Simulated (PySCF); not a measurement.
C2H5FO2Si, SMILES C[Si@H](F)C(=O)O.

Coordinates come from a B3LYP-D3(BJ)/def2-SVP optimisation. The structure was generated by enumeration; whether it is a known compound was not checked. One conformer was computed; it need not be the lowest.

All values below come from SMD-PBE0/def2-SVP (PySCF).

Solvation free energies are E(SMD) − E(gas) at the gas-phase geometry, for 1 M in both phases. In vacuum the dipole moment is 0.67 D.

```csv
solvent,ΔG(solv) (kcal/mol),its non-electrostatic (CDS) part,dipole (D)
water,-4.3,5.7,0.74
acetone,-5.9,-0.5,0.84
dichloromethane,-5.0,0.4,0.81
```
